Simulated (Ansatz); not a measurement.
Abridged output of a molecular run in Ansatz:

```
Functional definition: HF
908 factors; integrals over basis functions are off by at most 7.7e-4 eV
mean field evaluation 1: about -20419.6341 eV, gradient 7.9e1 eV
mean field evaluation 2: about -20419.7862 eV, gradient 7.9e1 eV
mean field evaluation 4: about -20431.8037 eV, gradient 8.7e0 eV
mean field evaluation 8: about -20431.9934 eV, gradient 9.2e-1 eV
mean field evaluation 16: about -20431.9964 eV, gradient 2.9e-6 eV
mean field -20431.99635147 eV, -750.8620166121 hartree, gradient 2.9e-6 eV, S^2 0.000000; 0 other end points of the search recorded, 0 dependent functions left out
8 core orbitals not correlated: weight in the atoms' cores, before any rotation towards them, 1.000 or more for the frozen orbitals, at most 0.000 for the correlated occupied ones
reference -20431.99635147 eV, -750.8620166121 hartree; 20, 20 occupied and 69, 69 virtual orbitals, 908 factors
second order -29.86766363 eV of doubles, -0.00000000 eV of singles
cycle   1  -26.33047063 eV  change     3.5e0 eV  update   3.0e-1
cycle   2  -28.03347612 eV  change    -1.7e0 eV  update   2.0e-1
cycle   3  -28.32542200 eV  change   -2.9e-1 eV  update   3.7e-2
cycle   4  -28.33603229 eV  change   -1.1e-2 eV  update   1.6e-2
cycle   5  -28.32050712 eV  change    1.6e-2 eV  update   3.9e-3
cycle   6  -28.32356049 eV  change   -3.1e-3 eV  update   1.5e-3
cycle   7  -28.32314193 eV  change    4.2e-4 eV  update   6.2e-4
cycle   8  -28.32249215 eV  change    6.5e-4 eV  update   2.7e-4
cycle   9  -28.32254170 eV  change   -5.0e-5 eV  update   1.1e-4
cycle  10  -28.32265645 eV  change   -1.1e-4 eV  update   4.7e-5
cycle  11  -28.32262726 eV  change    2.9e-5 eV  update   2.6e-5
cycle  12  -28.32257986 eV  change    4.7e-5 eV  update   1.3e-5
perturbative correction -1.36179636 eV, -0.0500450934 hartree
Total energy: -20461.68072770 eV, -751.9528973177 hartree
```

Its atoms:

```xyz
6

O    -1.911   -0.446   -0.036
W    -0.344    0.188    0.121
O    -0.223    1.536   -0.904
O     0.885   -1.121   -0.406
Cl   -0.005    0.848    2.262
H     1.599   -1.006   -1.038
```

Task: Which basis set was used?
A. def2-SVP
B. def2-SVPD
C. def2-QZVPP
D. def2-TZVPP

Result: A. It gives 97 functions.

Task: Write the keys of the input that set method, charge and spin (a neutral closed shell needs none for the last two).

Result: 
```yaml
correlation: {method: ccsd_t}
```
